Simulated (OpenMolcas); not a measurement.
**Os3+: moving or changing the point charges**

Os3+ among 6 point charges of -1.5 e arranged as an octahedron (Oh), 2.03 Å from the ion.

* Program: OpenMolcas
* Method: CASSCF
* Basis: ANO-RCC-VDZP [7s6p4d2f1g]
* Scalar Hamiltonian: DKH2, point nucleus
* Active space: 5 electrons in 5 orbitals (5d)
* State averaging: 2S+1 = 6 even, 1 root; 2S+1 = 4 even, 24 roots; 2S+1 = 2 even, 75 roots
* Spin-orbit coupling: RASSI with atomic mean-field integrals over the reference wave functions

Runs around this geometry, states (labels of O, the rotations of Oh). Energies in cm-1 above the lowest state or level, χT in cm3 K/mol; 10Dq and B are least-squares fits to the states below 45000 cm-1, weighted by degeneracy, with a free offset, and given where the rms deviation is under 5 % of |10Dq| (or 100 cm-1) and under 700 cm-1.

```tsv
R (Å)	q (e)	Ground state	10Dq	B (rms of fit)	First gap with spin-orbit (degeneracies)	χT at 300 K	First state of another spin
2.03	-0.98	6A1	6739	819 (123)	94.3 (2, 4)	4.101	4T1 20251
1.92	-1.5	6A1	13016	825 (294)	478.6 (2, 4)	3.062	4T1 13839
2.03	-1.5	6A1	10199	822 (227)	227.6 (2, 4)	3.824	4T1 16755
2.27	-1.5	6A1	6261	820 (128)	85.4 (2, 4)	4.115	4T1 20748
```

Taking |10Dq| as R^-n, n = -ln(6261 / 13016) / ln(2.27 / 1.92) = 4.4 between the shortest and longest distance. The point-charge formula for a cubic d site gives n = 5.

Scaling the charges by -0.98 / -1.5 = 0.65 scales |10Dq| by 6739 / 10199 = 0.66; with fixed orbitals a first-order splitting would follow the charge.

Without dynamic correlation the repulsion within the d shell is too large (B by tens of per cent), so at a given field states of lower spin stand too high. Point charges give a weaker field than real ligands, and real ions of this kind are as a rule low spin; the high spin found here belongs to the model. This field is weak: 10Dq is about 6739 cm-1, while octahedral complexes of 5d ions of charge 3 and more, computed by the same method with explicit ligands, had a median near 35000 cm-1. Ground spin and moment need not be those of a real site (figures for R = 2.03, q = -0.98; the like holds for R = 1.92, q = -1.5, R = 2.03, q = -1.5, R = 2.27, q = -1.5). This shell can be high or low spin here, a state of another spin lies low, and with metal d orbitals alone active their balance is uncertain, so the ground spin may be wrong (holds for R = 1.92, q = -1.5). Point charges carry no covalency, so the field is a model and not that of real ligands. No measured value stands beside these numbers.
